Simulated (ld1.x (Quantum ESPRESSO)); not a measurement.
Configuration tests for Pd (TM)

| Property | Result |
| --- | --- |
| Element | palladium (Pd) |
| Generator | ld1.x (Quantum ESPRESSO) 7.5 |
| Type | norm-conserving Troullier–Martins (Kleinman–Bylander form) |
| Functional | PBEsol |
| Relativity | non-relativistic |
| Frozen core | [Kr] |
| Valence charge | 10 |
| Reference configuration | 4d10 5s0 |
| Partial waves | 5p channel at 0.4 Ry: rc 2.25 bohr; 4d (bound): rc 1.90 bohr; 5s (bound, empty): rc 2.65 bohr |
| Local potential | the s channel |
| Core correction | a·sin(br)/r model core inside 1.85 bohr |

Energies are relative to the spin-unpolarised reference configuration 4d10 5s0; without spin polarisation the order of configurations can differ from experiment.

Task: Give the all-electron excitation energy and the error of the potential for: 4d9 5s0; 4d8 5s0; 4d7 5s0; 4d9.5 5s0; 4d8 5s1; 4d9 5s1; 4d6 5s0.

Result:

```
valence configuration  charge  ΔE all-electron (eV)  error AE − PS (meV)
              4d9 5s0      +1                 9.255                  -84
              4d8 5s0      +2                30.360                 -500
              4d7 5s0      +3                65.143                -1437
            4d9.5 5s0    +0.5                 3.284                  -16
              4d8 5s1      +1                14.829                 -454
              4d9 5s1       0                 2.197                 -102
              4d6 5s0      +4               115.033                -2964
```

Levels in the configuration 4d9 5s1:

| level | all-electron (eV) | pseudo (eV) |
| --- | --- | --- |
| 4d | -7.113 | -7.307 |
| 5s | -3.976 | -3.945 |
